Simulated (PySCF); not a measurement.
Match each property card to its molecule.

Structures:
1. `F[C@@H]1C[Si@H]1Br`
2. `Fc1cccn1[SiH3]`
3. `COC[SiH2][SiH2]N`
4. `C([C@@H]([AsH2])CC)[AsH2]`
5. `CC[SiH2][SeH]`
6. `N#[C][Cu-][C]#N`

Card P (geometry PBE0-D3(BJ)/def2-SVP):
- Rotational constants A, B, C: 2.501, 0.540, 0.457 GHz
- Static isotropic polarisability (B3LYP/def2-SVPD): 118.2 au
- Lowest singlet excitation (TDDFT B3LYP/def2-SVPD): 5.65 eV (220 nm, f = 0.031)
- Point group: C1
- HOMO energy (B3LYP/def2-SVPD): -6.65 eV

Card Q (geometry PBE0-D3(BJ)/def2-SVP):
* Rotational constants A, B, C: 3.607, 2.053, 1.329 GHz
* Static isotropic polarisability (B3LYP/def2-SVPD): 79.2 au
* Isotropic shieldings of nuclei other than C and H, by class (GIAO PBE0/pcSseg-1): 111 (1 N), 318 (1 F), 402 (1 Si) ppm
* Point group: Cs
* HOMO energy (B3LYP/def2-SVPD): -6.02 eV
* Lowest singlet excitation (TDDFT B3LYP/def2-SVPD): 5.08 eV (244 nm, f = 0.000)
* Vertical ionisation energy (ΔSCF B3LYP/def2-SVPD): 8.24 eV

Card R (geometry PBE0-D3(BJ)/def2-SVP):
- Rotational constants A, B, C: 8.182, 1.009, 0.982 GHz
- Dipole moment (PBE0-D3(BJ)/def2-SVP): 0.95 D
- Point group: C1

Card S (geometry PBE0-D3(BJ)/def2-SVP):
* Rotational constant B (linear): 1.459 GHz
* Static isotropic polarisability (CAM-B3LYP/def2-SVPD): 58.4 au
* 13C chemical shifts (computed TMS as zero) by class (GIAO B3LYP/pcSseg-1 (pcSseg-2 on Cu)): 144.0 (2 C) ppm
* Lowest singlet excitation (TDDFT CAM-B3LYP/def2-SVPD): 5.35 eV (232 nm, f = 0.163 summed over 2 states within 0.01 eV)
* Lowest triplet excitation (Tamm–Dancoff) (TDA CAM-B3LYP/def2-SVPD): 4.83 eV
* HOMO energy (CAM-B3LYP/def2-SVPD): -4.60 eV
* Point group: D∞h

Card T (geometry PBE0-D3(BJ)/def2-SVP):
- Rotational constants A, B, C: 4.403, 1.014, 0.862 GHz
- Static isotropic polarisability (B3LYP/def2-SVPD): 98.5 au
- Dipole moment (B3LYP/def2-SVPD): 0.44 D
- 13C chemical shifts (computed TMS as zero) by class (GIAO PBE/pcSseg-1): 65.8 (1 C), 64.0 (1 C) ppm
- Vertical ionisation energy (ΔSCF B3LYP/def2-SVPD): 9.00 eV
- Lowest singlet excitation (TDDFT B3LYP/def2-SVPD): 5.57 eV (223 nm, f = 0.006)

Card U (geometry PBE0-D3(BJ)/def2-SVP):
* Rotational constants A, B, C: 13.142, 1.181, 1.122 GHz
* Static isotropic polarisability (CAM-B3LYP/def2-SVPD): 82.7 au
* 13C chemical shifts (computed TMS as zero) by class (GIAO PBE0/pcSseg-1): 13.5 (1 C), 9.9 (1 C) ppm
* Isotropic shieldings of nuclei other than C and H, by class (GIAO PBE0/pcSseg-1): 372 (1 Si), 2193 (1 Se) ppm
* Lowest singlet excitation (TDDFT CAM-B3LYP/def2-SVPD): 5.30 eV (234 nm, f = 0.005)
* Lowest triplet excitation (Tamm–Dancoff) (TDA CAM-B3LYP/def2-SVPD): 4.88 eV

Species are written as SMILES; each is one conformer at its optimised geometry, gas phase, non-relativistic unless stated. Electronic properties by PySCF. NMR classes are plain means over equivalent atoms (diastereotopic ones count apart unless rotation or inversion swaps them), as if these changed places fast.

Problem. Which card belongs to which structure?

Solution. P = 4, Q = 2, R = 1, S = 6, T = 3, U = 5. What ties each card to its structure:
- 1 (card R), C2H4BrFSi, monoisotopic mass 153.9 u, 5 heavy atoms: an asymmetric top with C = 0.982 GHz; dipole 0.95 D.
- 2 (card Q), C4H6FNSi, monoisotopic mass 115.0 u, 7 heavy atoms: point group Cs; an asymmetric top with C = 1.329 GHz; polarisability 79.2 au for 60 electrons.
- 3 (card T), C2H11NOSi2, monoisotopic mass 121.0 u, 6 heavy atoms: 2 C in 2 classes; the least shielded carbon (65.8 ppm) is a methoxy carbon; an asymmetric top with C = 0.862 GHz; polarisability 98.5 au for 66 electrons; dipole 0.44 D.
- 4 (card P), C4H12As2, monoisotopic mass 209.9 u, 6 heavy atoms: an asymmetric top with C = 0.457 GHz, the lowest such constant on the cards; polarisability 118.2 au for 102 electrons.
- 5 (card U), C2H8SeSi, monoisotopic mass 140.0 u, 4 heavy atoms: 2 C in 2 classes; the least shielded carbon (13.5 ppm) is an sp3 carbon bound to silicon; an asymmetric top with C = 1.122 GHz; polarisability 82.7 au for 68 electrons.
- 6 (card S), [C2CuN2]-, monoisotopic mass 114.9 u, 5 heavy atoms: 2 C in 1 class; point group D∞h; a HOMO at -4.60 eV for the only species of charge -1; a linear rotor with B = 1.459 GHz, the highest such constant on the cards; polarisability 58.4 au for 56 electrons.
